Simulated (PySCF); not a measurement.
ZnI, SMILES [Zn+][I], charge +1. Atoms are numbered in the order given.

```xyz
2

Zn     0.0000     0.0000    -1.5112
I      0.0000     0.0000     0.8554
```
Charge +1, spin multiplicity 1.

Geometry: r2SCAN-D4/def2-TZVP. The spin state was assumed, not searched. The def2 effective core potentials stand for the cores of I; spin–orbit coupling is left out.

All values below come from TDA-ωB97X/def2-TZVPD run with PySCF 2.14.0.

Vertical excitations; the highest root listed may be one member of a degenerate set. Gas-phase values at a fixed geometry. State labels are in the subgroup C2v.

| state | symmetry | energy (eV) | λ (nm) | f | main pairs |
|---|---|---|---|---|---|
| S1 | B1 | 2.13 | 583 | 0.004 | HOMO−1→LUMO (degenerate set) |
| S2 | B2 | 2.13 | 583 | 0.004 | HOMO→LUMO (degenerate set) |
| S3 | A1 | 5.00 | 248 | 0.200 | HOMO−2→LUMO 75 %, HOMO−1→LUMO+1 11 %, HOMO→LUMO+2 11 % |
| S4 | A2 | 5.96 | 208 | 0.000 | HOMO→LUMO+1 48 %, HOMO−1→LUMO+2 48 % |
| S5 | A2 | 6.01 | 206 | 0.000 | HOMO−1→LUMO+2, HOMO→LUMO+1 (degenerate set) |
| S6 | A1 | 6.01 | 206 | 0.000 | HOMO−1→LUMO+1, HOMO→LUMO+2 (degenerate set) |
| S7 | A1 | 7.66 | 162 | 1.128 | HOMO→LUMO+2 34 %, HOMO−1→LUMO+1 34 %, HOMO−2→LUMO 17 %, HOMO−3→LUMO 6 % |
| S8 | B1 | 8.40 | 148 | 0.032 | HOMO−2→LUMO+1, HOMO−1→LUMO+3 (degenerate set) |
| S9 | B2 | 8.40 | 148 | 0.032 | HOMO−2→LUMO+2, HOMO→LUMO+3 (degenerate set) |
| S10 | B1 | 8.73 | 142 | 0.179 | HOMO−1→LUMO+3 54 %, HOMO−2→LUMO+1 17 %, HOMO−1→LUMO+10 9 % |
| T1 | B1 | 1.73 | 716 | 0 | HOMO−1→LUMO (degenerate set) |
| T2 | B2 | 1.73 | 716 | 0 | HOMO→LUMO (degenerate set) |
| T3 | A1 | 3.44 | 361 | 0 | HOMO−2→LUMO 98 % |
| T4 | A1 | 5.70 | 217 | 0 | HOMO−1→LUMO+1 48 %, HOMO→LUMO+2 48 % |
Triplets are in the Tamm–Dancoff approximation.
